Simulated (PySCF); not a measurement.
Deuteron quadrupole couplings in `CP(C)P[SiH3]`

C₂H₁₀P₂Si.
Structure used (GFN2-xTB), in Å, numbered top down from 1:
```
atom  x, y, z in Å
C1    -1.3723    0.6497   -0.9274
P2    -0.4554   -0.8345   -0.3046
C3    -1.5527   -1.2406    1.1305
P4     1.1065    0.2146    0.7964
Si5    2.4062    0.7365   -0.9542
H6    -1.5199    1.3809   -0.1330
H7    -2.3395    0.3228   -1.3068
H8    -0.8121    1.1045   -1.7433
H9    -2.4867   -1.6551    0.7519
H10   -1.0629   -1.9911    1.7499
H11   -1.7563   -0.3529    1.7285
H12    1.7746   -0.9638    1.0965
H13    2.3073   -0.2144   -2.0642
H14    3.7771    0.7866   -0.4458
H15    1.9817    2.0646   -1.4076
```

Level: PBE0/pcSseg-1 (PySCF, non-relativistic); Q(2H) = 0.00286 b; rigid geometry, the same for H and D, with no vibrational averaging.

Question: Rank these positions by the coupling χzz of a deuteron there, largest first.
A. H13 (Si–H hydrogen)
B. H8 (methyl hydrogen)
C. H12 (P–H hydrogen)

Answer: B (212 kHz), C (142 kHz), A (108 kHz).

Question: Tabulate Vzz, the asymmetry η and χzz = 234.96 MHz × Q × Vzz for every hydrogen position.

Answer: 
```csv
atom,bonded to,bond length (Å),Vzz (au),η,χzz (kHz)
H6,C1,1.090,0.3110,0.00,209
H7,C1,1.089,0.3156,0.02,212
H8,C1,1.089,0.3147,0.02,212
H9,C3,1.090,0.3146,0.01,211
H10,C3,1.089,0.3142,0.02,211
H11,C3,1.090,0.3116,0.01,209
H12,P4,1.387,0.2109,0.08,142
H13,Si5,1.465,0.1612,0.01,108
H14,Si5,1.463,0.1636,0.01,110
H15,Si5,1.466,0.1611,0.01,108
```

Question: Average by the element that carries the hydrogen.

Answer: on C: 211 kHz over 6 positions, mean bond length 1.089 Å; on P: 142 kHz over 1 position, mean bond length 1.387 Å; on Si: 109 kHz over 3 positions, mean bond length 1.465 Å.

Isolated species at its GFN2-xTB geometry (one conformer only). GFN2-xTB bond lengths can be off by several hundredths of an ångström, more for odd bonds, and the gradients follow them. With so small a basis the couplings can be 20 % off.

These values come from a run that also computed NMR shieldings. The run took 14 s on one thread, Arm Neoverse V2 (aarch64), no GPU, shared host, and the process peaked at 0.73 GiB of memory.
